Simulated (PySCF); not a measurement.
C₃H₆N₂Si, SMILES N#CC/C=N/[SiH3]. The structure is a stationary point at PBE-D3(BJ)/def2-SVP. The structure was generated by enumeration; whether it is a known compound was not checked. One conformer was computed; it need not be the lowest.

Computed equilibrium geometry at PBE-D3(BJ)/def2-SVP (PySCF confirms it by a frequency run) as a Z-matrix (one conformer of several):
```
C
N 1 1.2714
H 1 1.1221 2 124.63
C 1 1.5262 3 114.32 2 -178.80
H 4 1.1090 1 108.76 3 -166.87
H 4 1.1142 5 107.25 1 116.93
C 4 1.4615 5 110.94 6 118.16
N 7 1.1711 6 150.66 4 176.63
Si 2 1.7718 1 124.60 3 -0.56
H 9 1.5002 2 107.50 1 121.67
H 9 1.5008 10 109.40 2 -116.31
H 9 1.5121 10 109.96 11 -120.66
```
